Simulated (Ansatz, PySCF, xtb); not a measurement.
System: H₃B, singlet: umbrella (inversion) coordinate, bond length relaxed. Scanned: angle between the B-H bonds and the threefold axis (90 = planar). Other coordinates (B-H bond length) were minimised at B3LYP/def2-TZVP. Each profile is relative to its own lowest point.

| a / ° | A | B | C |
|---|---|---|---|
| 90 | 0.000 | 0.000 | 0.000 |
| 93.72 | 0.039 | 0.024 | 0.037 |
| 95.89 | 0.097 | 0.059 | 0.093 |
| 99.33 | 0.243 | 0.150 | 0.233 |
| 101.73 | 0.384 | 0.239 | 0.368 |
| 104.74 | 0.607 | 0.382 | 0.581 |
| 108.16 | 0.922 | 0.588 | 0.883 |
| 110.38 | 1.163 | 0.748 | 1.113 |
| 113.65 | 1.569 | 1.027 | 1.502 |
| 116.30 | 1.945 | 1.293 | 1.862 |
| 119.83 | 2.510 | 1.708 | 2.406 |
| 123.34 | 3.149 | 2.199 | 3.023 |
| 125.99 | 3.684 | 2.629 | 3.542 |
| 128.56 | 4.247 | 3.101 | 4.093 |
| 132 | 5.073 | 3.828 | 4.905 |

Energies in eV.

Assign the columns to these levels of theory: GFN1-xTB (xtb); RHF/def2-SVP in Ansatz (a first-principles code); restricted MP2 (frozen core)/6-31G*, spherical d in PySCF.

A is RHF/def2-SVP; B is GFN1-xTB; C is RMP2/6-31G*.
